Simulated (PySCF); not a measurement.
H3AlF2O2Si (SMILES [OH][Al]([OH])[SiH](F)F), singlet, at a GFN2-xTB geometry (such geometries of metal compounds can be far from the true shape); PySCF with SVWN5/6-31G, polarisability.

Here is a job for PySCF.
```python
from pyscf import gto, scf, dft
from pyscf.prop import polarizability

mol = gto.M(
    atom='''
Si   -1.14047489   -0.33044067    0.00852418
F    -1.84598377    0.46358470    1.21998799
F    -1.84240050    0.40073524   -1.24386076
Al    1.24152958   -0.07198253   -0.00086790
O     1.97262094   -1.53250030    0.20593159
O     1.81660105    1.45614753   -0.19861870
H    -1.84357252   -1.61308864    0.03899155
H     2.44626289   -2.34345190    0.32465140
H     2.10575632    2.35042523   -0.31534706
''',
    basis='6-31g',
    verbose=4,
)

mf = dft.RKS(mol)
mf.xc = 'lda,vwn'
mf.kernel()
alpha = mf.Polarizability().polarizability()[2, 2]
print('alpha_zz =', alpha)
```

Task: What does PySCF print? Leave out banner, timings and long lists.

Result: 
```
site-packages/pyscf/prop/efg/rhf.py:45: UserWarning: Module EFG is under testing
  warnings.warn('Module EFG is under testing')
site-packages/pyscf/prop/efg/dhf.py:30: UserWarning: Module EFG is under testing
  warnings.warn('Module EFG is under testing')
site-packages/pyscf/prop/zfs/uhf.py:40: UserWarning: Module ZFS is under testing
  warnings.warn('Module ZFS is under testing')
site-packages/pyscf/prop/gtensor/uhf.py:43: UserWarning: Module g-tensor is under testing
  warnings.warn('Module g-tensor is under testing')
site-packages/pyscf/prop/gtensor/uks.py:41: UserWarning: Module g-tensor is under testing
  warnings.warn('Module g-tensor is under testing')
site-packages/pyscf/prop/hfc/uks.py:35: UserWarning: Module HFC is under testing
  warnings.warn('Module HFC is under testing')
site-packages/pyscf/prop/magnetizability/rhf.py:39: UserWarning: Module magnetizability is under testing
  warnings.warn('Module magnetizability is under testing')
site-packages/pyscf/prop/magnetizability/uhf.py:37: UserWarning: Module magnetizability is under testing
  warnings.warn('Module magnetizability is under testing')
site-packages/pyscf/prop/magnetizability/rks.py:37: UserWarning: Module magnetizability is under testing
  warnings.warn('Module magnetizability is under testing')
site-packages/pyscf/prop/magnetizability/uks.py:39: UserWarning: Module magnetizability is under testing
  warnings.warn('Module magnetizability is under testing')
site-packages/pyscf/prop/polarizability/uhf.py:34: UserWarning: Module polarizability is under testing
  warnings.warn('Module polarizability is under testing')
site-packages/pyscf/prop/polarizability/rks.py:29: UserWarning: Module polarizability is under testing
  warnings.warn('Module polarizability is under testing')
site-packages/pyscf/prop/polarizability/uks.py:29: UserWarning: Module polarizability is under testing
  warnings.warn('Module polarizability is under testing')
PySCF version 2.14.0

[INPUT] verbose = 4
[INPUT] num. atoms = 9
[INPUT] num. electrons = 64
[INPUT] charge = 0
[INPUT] spin (= nelec alpha-beta = 2S) = 0
[INPUT] symmetry False subgroup None
[INPUT] Mole.unit = angstrom
[INPUT] Symbol           X                Y                Z      unit          X                Y                Z       unit  Magmom
[INPUT]  1 Si    -1.140474890000  -0.330440670000   0.008524180000 AA   -2.155185194043  -0.624442366718   0.016108365636 Bohr   0.0
[INPUT]  2 F     -1.845983770000   0.463584700000   1.219987990000 AA   -3.488403755692   0.876048118539   2.305443176359 Bohr   0.0
[INPUT]  3 F     -1.842400500000   0.400735240000  -1.243860760000 AA   -3.481632356762   0.757279852062  -2.350556173493 Bohr   0.0
[INPUT]  4 Al     1.241529580000  -0.071982530000  -0.000867900000 AA    2.346150881746  -0.136027267453  -0.001640093304 Bohr   0.0
[INPUT]  5 O      1.972620940000  -1.532500300000   0.205931590000 AA    3.727713324182  -2.896005852814   0.389154305496 Bohr   0.0
[INPUT]  6 O      1.816601050000   1.456147530000  -0.198618700000 AA    3.432878462097   2.751720028662  -0.375334946217 Bohr   0.0
[INPUT]  7 H     -1.843572520000  -1.613088640000   0.038991550000 AA   -3.483847153574  -3.048295744247   0.073683350672 Bohr   0.0
[INPUT]  8 H      2.446262890000  -2.343451900000   0.324651400000 AA    4.622766890787  -4.428482277092   0.613502231957 Bohr   0.0
[INPUT]  9 H      2.105756320000   2.350425230000  -0.315347060000 AA    3.979302729872   4.441659960968  -0.595919577587 Bohr   0.0

nuclear repulsion = 363.488234857118
number of shells = 40
number of NR pGTOs = 192
number of NR cGTOs = 68
basis = 6-31g
ecp = {}

******** <class 'pyscf.dft.rks.RKS'> ********
method = RKS
initial guess = minao
damping factor = 0
level_shift factor = 0
DIIS = <class 'pyscf.scf.diis.CDIIS'>
diis_start_cycle = 1
diis_space = 8
diis_damp = 0
SCF conv_tol = 1e-09
SCF conv_tol_grad = None
SCF max_cycles = 50
direct_scf = True
direct_scf_tol = 1e-13
XC library pyscf.dft.libxc version 7.1.2
    S. Lehtola, C. Steigemann, M. J. T. Oliveira, and M. A. L. Marques,  SoftwareX 7, 1–5 (2018)
XC functionals = lda,vwn
    P. A. M. Dirac,  Math. Proc. Cambridge Philos. Soc. 26, 376 (1930)
    F. Bloch,  Z. Phys. 57, 545 (1929)
    S. H. Vosko, L. Wilk, and M. Nusair,  Can. J. Phys. 58, 1200 (1980)
radial grids:
    Treutler-Ahlrichs [JCP 102, 346 (1995); DOI:10.1063/1.469408] (M4) radial grids

becke partition: Becke, JCP 88, 2547 (1988); DOI:10.1063/1.454033
pruning grids: <function nwchem_prune>
grids dens level: 3
symmetrized grids: False
atomic radii adjust function: <function treutler_atomic_radii_adjust>
small_rho_cutoff = 0
Set gradient conv threshold to 3.16228e-05
Initial guess from minao.
tot grids = 124472
init E= -879.907644159175
  HOMO = -0.297537480895216  LUMO = -0.103486751788529  gap/eV = 5.28039
cycle= 1 E= -878.908833875492  delta_E= 0.999  |g|= 1.47  |ddm|= 2.89
  HOMO = -0.0622813123869763  LUMO = -0.0125894520597889  gap/eV = 1.35218
cycle= 2 E= -876.739864308511  delta_E= 2.17  |g|= 3.47  |ddm|=  4.7
  HOMO = -0.228669380100647  LUMO = -0.0648793639559346  gap/eV = 4.45695
cycle= 3 E= -879.302133556903  delta_E= -2.56  |g|= 0.235  |ddm|= 3.97
  HOMO = -0.246091912758353  LUMO = -0.0733326639301397  gap/eV = 4.70102
cycle= 4 E= -879.301892938163  delta_E= 0.000241  |g|= 0.291  |ddm|= 0.573
  HOMO = -0.250251003804795  LUMO = -0.0751347318978133  gap/eV = 4.76516
cycle= 5 E= -879.31692791939  delta_E= -0.015  |g|= 0.0504  |ddm|= 0.243
  HOMO = -0.247368052250975  LUMO = -0.0734464419231584  gap/eV = 4.73265
cycle= 6 E= -879.317454427815  delta_E= -0.000527  |g|= 0.0266  |ddm|= 0.0666
  HOMO = -0.246461708892174  LUMO = -0.0726814937935187  gap/eV = 4.72880
cycle= 7 E= -879.317598702376  delta_E= -0.000144  |g|= 0.00454  |ddm|= 0.0275
  HOMO = -0.246708508737595  LUMO = -0.0728440614268517  gap/eV = 4.73109
cycle= 8 E= -879.317602955814  delta_E= -4.25e-06  |g|= 0.000973  |ddm|= 0.00532
  HOMO = -0.246701036315806  LUMO = -0.0728647600056405  gap/eV = 4.73033
cycle= 9 E= -879.317603245393  delta_E= -2.9e-07  |g|= 0.000202  |ddm|= 0.00183
  HOMO = -0.246708041976553  LUMO = -0.0728638908312611  gap/eV = 4.73054
cycle= 10 E= -879.317603248581  delta_E= -3.19e-09  |g|= 0.000192  |ddm|= 0.000367
  HOMO = -0.246707995255049  LUMO = -0.0728633631480577  gap/eV = 4.73055
cycle= 11 E= -879.317603254664  delta_E= -6.08e-09  |g|= 2.78e-05  |ddm|= 0.000156
  HOMO = -0.246706775038162  LUMO = -0.0728634234338885  gap/eV = 4.73052
cycle= 12 E= -879.317603254876  delta_E= -2.12e-10  |g|= 1.75e-06  |ddm|= 5.16e-05
  HOMO = -0.246706737592369  LUMO = -0.0728633272223116  gap/eV = 4.73052
Extra cycle  E= -879.317603254872  delta_E= 3.41e-12  |g|= 4.28e-06  |ddm|= 9.01e-06
converged SCF energy = -879.317603254872
Isotropic polarizability 47.9762576729
Polarizability anisotropy 17.3852706196
alpha_zz = 36.73896777008376
```
